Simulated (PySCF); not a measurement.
C$_{2}$H$_{6}$AlF, charge +1, doublet, at a GFN2-xTB geometry (such geometries of metal compounds can be far from the true shape) (a state made from the parent by changing its charge; the spin is typed, not shown lowest). Base run: PBE/STO-3G in PySCF.

Geometry (Å):
```xyz
10

Al    -0.0674     0.0432    -0.0646
C      1.8548    -0.1871    -0.6765
H      2.1056    -1.2499    -0.6386
H      2.5018     0.3916    -0.0128
H      1.8740     0.2001    -1.7028
C     -0.6709    -0.5476     1.7812
H     -1.3941    -1.3560     1.6307
H     -1.1637     0.3206     2.2327
H      0.1972    -0.8763     2.3554
F     -1.1498     0.7130    -1.0725
```
Charge +1, spin multiplicity 2.
Orbitals are unrestricted.
All else is at PySCF's defaults.
Base energy -416.23758 Eh.

Variants of this job, named by their change:

```tsv
change	ΔE vs base (mEh)	grid points	electrons on the grid
base	0.000	120528	39.00001
grids.level = 2	0.025	78144	38.99999
grids.level = 7	0.017	649024	39.00000
grids.prune = dft.gen_grid.treutler_prune	0.001	105048	39.00001
grids.level = 1	0.010	36848	39.00012
grids.atom_grid = (50, 194)	0.004	66032	39.00008
grids.prune = dft.gen_grid.sg1_prune	-0.032	51296	39.00022
grids.radi_method = mura_knowles	0.000	114184	39.00001
grids.atom_grid = (99, 590)	0.015	323616	39.00000
grids.level = 0	-38.363	8608	39.00708
grids.prune = off	0.000	193272	39.00001
```

Open shells are given as the SCF converged; they aren't shown to be the lowest states, and a large step between rows can be another state.
